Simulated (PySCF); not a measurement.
CH₇NOSi₂, SMILES C1N[SiH2]O[SiH2]1. Heavy atoms are numbered as in [CH2:1]1[NH:2][SiH2:3][O:4][SiH2:5]1. Hydrogens are named by the atom that carries them.

Geometry optimised at TPSSh-D3(BJ)/def2-SVP. The structure was generated by enumeration, and PubChem lists no compound with its InChIKey, so it may never have been made. The values are those of a single conformer.

Calculation: PBE/pcSseg-1 (PySCF).

GIAO shieldings, no solvent; atoms alike by connectivity are averaged. δ = σ(ref) − σ: ¹³C against TMS (σ = 182.0 ppm); ¹⁵N against NH3 (σ = 267.0 ppm); ²⁹Si against TMS (σ = 335.4 ppm); ¹⁷O against H2O (σ = 334.3 ppm); ¹H against TMS (σ = 31.49 ppm), references at their B3LYP-D3(BJ)/def2-TZVP geometries, non-relativistic.

Computed chemical shifts:
```tsv
nucleus	atoms	count	δ (ppm)
¹³C	C1 (CH2)	1	32.2
¹⁵N	N2 (NH)	1	24.7
²⁹Si	Si5 (SiH2)	1	-3.4
²⁹Si	Si3 (SiH2)	1	-12.2
¹⁷O	O4	1	33.7
¹H	H on Si3	2	5.82
¹H	H on Si5	2	5.55
¹H	H on C1	2	3.11
¹H	H on N2	1	0.38
```
